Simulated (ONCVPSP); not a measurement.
## cobalt: excitation energies, all-electron against ONCV

ONCVPSP 4.0.1 input, shortened (lines: element, Z, core and valence counts, functional; n l f; lmax; l rc ep ncon nbas qcut; lloc lpopt rc5 dvloc0; l nproj debl; icmod fcfact rcfact), BLYP, fully relativistic:

```
  Co 27.00    3    4  -106131      upf
    1    0    2.00
    2    0    2.00
    2    1    6.00
    3    0    2.00
    3    1    6.00
    3    2    7.00
    4    0    1.50
    2
    0    1.25    0.00    4    8    9.20
    1    1.15    0.00    5    8   14.00
    2    1.00    0.00    4    8   17.60
    2    5    1.00    0.00
    0    2    0.70
    1    2    3.30
    2    0    1.40
    0    0.00    0.00
```

Open shells are filled in proportion to 2j + 1.

Energies are relative to the spin-unpolarised reference configuration 3s2 3p6 3d7 4s1.5; without spin polarisation the order of configurations can differ from experiment. The d channel is local and has no spin–orbit splitting in the pseudo-atom.

```csv
valence configuration,charge,ΔE all-electron (eV),error AE − PS (meV)
3s2 3p6 3d7 4s2,0,-3.590,0.0
3s2 3p6 3d7 4s1,+1,5.453,+0.2
3s2 3p6 3d7 4s0,+2,22.426,+2.2
```

Problem. What are ΔE and the potential's error for 3s2 3p6 3d6 4s2?

Solution. ΔE = 11.492 eV all-electron; the error (AE − PS) is +3.5 meV.
